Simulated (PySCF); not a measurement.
## Excitation energy of Ce²⁺ by level of theory

Ce²⁺ [Xe] 4f2 (high-spin determinant) → Ce²⁺ [Xe] 4f1 6s1 (3F), as a difference of total energies. Calculation: PySCF 2.14, in ANO-RCC-VTZP; the spin-free X2C one-electron Hamiltonian (Gaussian nucleus). The calculations carry no spin-orbit coupling.

```
   method  excitation energy (cm⁻¹)
      UHF                    8526.9
BHandHLYP                     18953
     BLYP                     25390
```

The basis was made for the ground configuration and has no added diffuse functions, so the excitation energy can come out too high.

The determinant of the lower state mixes LS terms, which raises its energy above the lowest term, most at the Hartree-Fock and MP2 levels.
